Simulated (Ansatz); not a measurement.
AlNCl₂H₂⁺, that is AlCl2(NH2) with one electron fewer. Charge 1, multiplicity 2. Geometry PBE0-D4/def2-SVP, that of the neutral singlet; atoms count from 1.

```xyz
6

Al   -0.021    0.345    0.629
Cl    0.944    2.188    0.843
Cl   -1.042   -0.485    2.255
N     0.029   -0.499   -0.906
H    -0.413   -1.393   -1.088
H     0.503   -0.157   -1.734
```

Q: Estimate the Mulliken populations from the PBE0/def2-TZVP orbitals of Ansatz.

A: 
```json
{"atom": "Al1", "charge (e)": "0.62", "spin (α − β)": "-0.04"}
{"atom": "Cl2", "charge (e)": "-0.05", "spin (α − β)": "0.09"}
{"atom": "Cl3", "charge (e)": "-0.05", "spin (α − β)": "0.09"}
{"atom": "N4", "charge (e)": "-0.20", "spin (α − β)": "0.92"}
{"atom": "H5", "charge (e)": "0.34", "spin (α − β)": "-0.03"}
{"atom": "H6", "charge (e)": "0.34", "spin (α − β)": "-0.03"}
```
Mulliken values depend strongly on the basis.

Q: Where does the spin sit?

A: Summed by element: Al -0.04, Cl 0.18, N 0.92, H -0.05, of 1 unpaired in all. Largest on single atoms: N4 0.92, Cl2 0.09, Cl3 0.09.

Q: And the Mayer bond orders between heavy atoms (over 0.3)?

A: Al1–Cl2 1.37 (2.09 Å); Al1–Cl3 1.37 (2.09 Å); Al1–N4 0.90 (1.75 Å).
